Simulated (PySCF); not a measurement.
# Fe: excitation energy

Fe [Ar] 3d6 4s2 (5D) → Fe [Ar] 3d6 4s1 4p1 (high-spin determinant), as a difference of total energies. All numbers are calculated (PySCF 2.14, no relativity, point nucleus, in aug-cc-pVTZ with one added diffuse shell each of s, p, d, f, g type (9s8p6d4f3g, 118 functions)). Correlated levels: valence: [Ar] frozen. The calculations carry no spin-orbit coupling.

```json
{"method": "UHF", "excitation energy (eV)": "1.238"}
{"method": "LDA", "excitation energy (eV)": "2.630"}
{"method": "PBE", "excitation energy (eV)": "2.418"}
{"method": "M06", "excitation energy (eV)": "3.417"}
{"method": "MP2 (valence)", "excitation energy (eV)": "2.144"}
{"method": "SCS-MP2 (valence)", "excitation energy (eV)": "2.438"}
```

Q: Estimate what PW91 gives.

A: 2.410 eV, closest to PBE among the rows shown.

Q: Estimate what PBE0 gives.

A: 2.223 eV, closest to MP2 (valence) among the rows shown.

A first-order spin-orbit estimate (lowest level to lowest level, LS coupling) adds 0.016 eV.

The determinant of the upper state mixes LS terms, which raises its energy above the lowest term, most at the Hartree-Fock and MP2 levels.
